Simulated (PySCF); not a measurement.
## Calculated NMR data

- shielding tensors at PBE0/pcSseg-1 (GIAO)
- coordinates at the GFN2-xTB level
- program: PySCF 2.14
- one conformer, equivalent nuclei averaged, no solvent model, no relativistic terms

References, each an isolated molecule treated in the same way: 1H, 13C vs TMS. Splittings of carbon signals by F and P are missing where no couplings were computed. Where no couplings were computed, multiplicities follow the n + 1 count of equivalent neighbours, and m marks all less simple cases (inequivalent or close neighbours, rings, F or P nearby). Shifts are as computed. Against solution values, carbons near 30 ppm lie about +3 ppm off and those near 130 ppm about +5 ppm. Of 1309 compounds with measured shifts, 239 miss one by over three times the rms of a fit or turn the order of signals round; such compounds aren't used in these exercises.

Compound 1 (C5H13FOSi2). 1H NMR (400 MHz, computed): δ 4.75 (m, 2H), 4.57 (m, 1H), 4.34 (m, 1H), 3.87 (t, 3H), 3.64 (q, 2H), 1.64 (m, 2H), 1.61 (m, 2H). 13C{1H} NMR (computed): δ 91.8 (CH2), 80.9 (C), 53.8 (CH2), 19.0 (CH2). Structure: `FCC1(OC[SiH3])C[SiH2]C1`.

Compound 2 (C5H13FOSi2). 1H NMR (400 MHz, computed): δ 5.23 (s, 3H), 2.20 (m, 2H), 1.54 (m, 1H), 1.45 (m, 2H), 1.32 (m, 2H), 0.95 (t, 3H). 13C{1H} NMR (computed): δ 37.7, 36.8, 25.9, 15.3. Structure: `O([Si@]1(F)C[C@@H](CC)C1)[SiH3]`.
